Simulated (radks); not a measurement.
Results of a calculation; reference values are marked as such.
Q: Mean orbital radii <r> (bohr) of the thulium ion Tm2+, [Xe] 4f13, of relativity; Dirac values are averaged over j with weights 2j + 1. Spin-unpolarised spherical Kohn-Sham, LDA (Slater exchange, Perdew-Wang correlation), point nucleus unless stated (finite: rms radius 5.2256 fm), a radial shooting solver on a logarithmic mesh with Libxc functionals. A level marked "c x" has the speed of light scaled by that factor and shares open shells by 2j + 1; other Dirac levels either fill j = l - 1/2 first or share by 2j + 1.

shell       non-rel.
2p           0.07890
3s            0.2386
3p            0.2283
3d            0.2012
4s            0.5368
4p            0.5473
4d            0.5743
5s             1.338
5p             1.515
4f            0.7601
5d (empty)     2.346
6s (empty)     3.441

Give the values at the level "Dirac, c x 10".

A: 
shell       Dirac, c x 10  change of magnitude (%)
2p                0.07886                    -0.05
3s                 0.2384                    -0.07
3p                 0.2282                    -0.04
3d                 0.2012                    -0.01
4s                 0.5364                    -0.07
4p                 0.5471                    -0.03
4d                 0.5743                    0.00
5s                  1.337                    -0.08
5p                  1.515                    -0.03
4f                 0.7604                    +0.04
5d (empty)          2.346                    +0.02
6s (empty)          3.439                    -0.06
